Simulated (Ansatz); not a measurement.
F3IZr (`[F][Zr]([F])([F])[I]`), relaxed with RKS PBE0-D4/def2-TZVP in Ansatz from a PBE-D4/def2-SVP geometry. The force threshold is 0.005 eV/Å; the program also tests the step.

Total charge 0; spin multiplicity 1. Zr, I: def2 effective core potential.

Start:

```xyz
5

F     1.540   -1.167    0.323
Zr    0.127    0.075    0.058
F    -0.305    0.893    1.718
F     0.695    1.413   -1.166
I    -2.058   -1.213   -0.934
```

```
step  energy (eV)  largest force (eV/Å)  largest move (Å)
   1  -17537.1348                 0.428             0.000
   2  -17537.1457                 0.133             0.020
   3  -17537.1466                 0.015             0.010
   4  -17537.1466                 0.002             0.002
```

End:

```xyz
5

F     1.531   -1.152    0.323
Zr    0.125    0.073    0.056
F    -0.297    0.886    1.704
F     0.694    1.402   -1.152
I    -2.052   -1.210   -0.931
```

Hardware: 4 threads of a server CPU on a shared host. Wall time 14 s, peak host memory 0.5 GiB.
